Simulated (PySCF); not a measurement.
# Multinuclear NMR of C4H4F4OSi

Geometry:
```json
{"atom": "O1", "x (Å)": "-2.926", "y (Å)": "-0.996", "z (Å)": "0.375"}
{"atom": "C2", "x (Å)": "-1.810", "y (Å)": "-1.239", "z (Å)": "0.083"}
{"atom": "F3", "x (Å)": "-1.459", "y (Å)": "-2.520", "z (Å)": "-0.225"}
{"atom": "C4", "x (Å)": "-0.647", "y (Å)": "-0.335", "z (Å)": "0.005"}
{"atom": "C5", "x (Å)": "0.609", "y (Å)": "-0.754", "z (Å)": "-0.165"}
{"atom": "Si6", "x (Å)": "2.203", "y (Å)": "0.289", "z (Å)": "-0.208"}
{"atom": "C7", "x (Å)": "-1.017", "y (Å)": "1.113", "z (Å)": "0.210"}
{"atom": "F8", "x (Å)": "-1.319", "y (Å)": "1.375", "z (Å)": "1.490"}
{"atom": "F9", "x (Å)": "-2.066", "y (Å)": "1.484", "z (Å)": "-0.528"}
{"atom": "F10", "x (Å)": "-0.019", "y (Å)": "1.951", "z (Å)": "-0.117"}
{"atom": "H11", "x (Å)": "0.733", "y (Å)": "-1.823", "z (Å)": "-0.282"}
{"atom": "H12", "x (Å)": "2.180", "y (Å)": "1.067", "z (Å)": "-1.441"}
{"atom": "H13", "x (Å)": "2.263", "y (Å)": "1.097", "z (Å)": "1.004"}
{"atom": "H14", "x (Å)": "3.273", "y (Å)": "-0.709", "z (Å)": "-0.224"}
```

Theoretical values (PySCF 2.14.0 with density-fitted response routines): NMR shieldings at PBE0/pcSseg-1/GIAO, geometry from GFN2-xTB. In vacuum, no relativistic terms, one conformer, averaged over atoms made equivalent by symmetry, fast rotation or ring inversion.

Q: What are the ¹⁹F shifts?

A: 
| atoms | environment | σ (ppm) | δ (ppm) |
| --- | --- | --- | --- |
| F3 | fluorine bonded to C | 146.8 | 13.6 |
| F8/F9/F10 | fluorine of a CF3 group | 247.5 | -62.7 |

Shieldings were converted by a linear fit to measured shifts: ¹⁹F (scatter 6.0 ppm rms, 7.0 ppm with the 5 outliers that the fit left out vs CFCl3, solution or neat liquid, with a term for F on sp3 carbon). A few per cent of atoms miss by over 2 rms, more outside the fitted compound classes.

On a 400 MHz spectrometer ¹⁹F resonates near 376.4 MHz, so 1 ppm is 376.4 Hz.

Q: Predict the ²⁹Si NMR data.

A: 
| atoms | environment | σ (ppm) | δ (ppm) |
| --- | --- | --- | --- |
| Si6 | silicon bonded to C, 3 H | 429.3 | -72.9 |

Shieldings were converted by a linear fit to measured shifts: ²⁹Si (scatter 8.9 ppm rms, 25.8 ppm with the 6 outliers that the fit left out vs TMS, solution or neat liquid). Occasional misses reach two or three times the rms, and more in compound classes unlike the fitted ones.

On a 500 MHz spectrometer ²⁹Si resonates near 99.3 MHz, so 1 ppm is 99.3 Hz.

Q: Predict the ¹⁷O NMR data.

A: 
| atoms | environment | σ (ppm) | δ (ppm) |
| --- | --- | --- | --- |
| O1 | carbonyl oxygen | -112.5 | 369.2 |

Shieldings were converted by a linear fit to measured shifts: ¹⁷O (scatter 10.7 ppm rms, 12.2 ppm with the 3 outliers that the fit left out vs liquid water, solution or neat liquid). A few per cent of atoms miss by over 2 rms, more outside the fitted compound classes.

On a 300 MHz spectrometer ¹⁷O resonates near 40.7 MHz, so 1 ppm is 40.7 Hz.
